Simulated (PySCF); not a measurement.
# How methods differ on the electron affinity of Pb

Pb- [Xe] 4f14 5d10 6s2 6p3 (4S) → Pb [Xe] 4f14 5d10 6s2 6p2 (3P), as a difference of total energies. All numbers are calculated (PySCF 2.14, scalar relativity by spin-free X2C-1e, in aug-cc-pVTZ-DK3). Correlated levels: valence: [Xe] 4f14 5d10 frozen. The calculations carry no spin-orbit coupling.

```json
{"method": "UHF", "electron affinity (eV)": "0.875", "difference from reference (eV)": "+0.518"}
{"method": "MP2 (valence)", "electron affinity (eV)": "1.224", "difference from reference (eV)": "+0.867"}
{"method": "SCS-MP2 (valence)", "electron affinity (eV)": "1.088", "difference from reference (eV)": "+0.731"}
{"method": "CCSD (valence)", "electron affinity (eV)": "1.237", "difference from reference (eV)": "+0.880"}
{"method": "CCSD(T) (valence)", "electron affinity (eV)": "1.270", "difference from reference (eV)": "+0.913"}
```

Reference: 0.357 eV (measured; photodetachment measurements, as compiled on the Wikipedia data page of electron affinities).

Spin-orbit coupling is strong in these open shells (close to jj coupling). The scalar numbers leave it out and a first-order estimate fails, so it can dominate the gap to the real levels.

Errors of the correlated levels include the incompleteness of this basis and the frozen core.
